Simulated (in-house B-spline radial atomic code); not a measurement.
# K II (K+): [Ne] 3s2 3p6

Level of theory: non-relativistic LC-wPBE, spin-polarised, spherical fractional occupations, exact exchange averaged over the configuration, point nucleus; calculated with a B-spline radial code for spherical atoms.

Z_r = [3n² - l(l+1)]/(2<r>); Z_e = n√(-2ε); the last column is Slater's effective charge. Values are occupation-weighted means over spin.

```
shell  electrons   ε (eV)  <r> (bohr)    Z_r    Z_e  Slater
   1s          2  -3517.4     0.08154  18.40  16.08   18.70
   2s          2  -362.73        0.39  15.38  10.33   14.85
   2p          6  -291.95      0.3514  14.23   9.26   14.85
   3s          2  -47.311       1.281  10.54   5.59    7.75
   3p          6  -29.945       1.423   8.79   4.45    7.75
```

The least bound orbital is 3p at -29.95 eV, and it is also the most diffuse (<r> = 1.423 bohr).
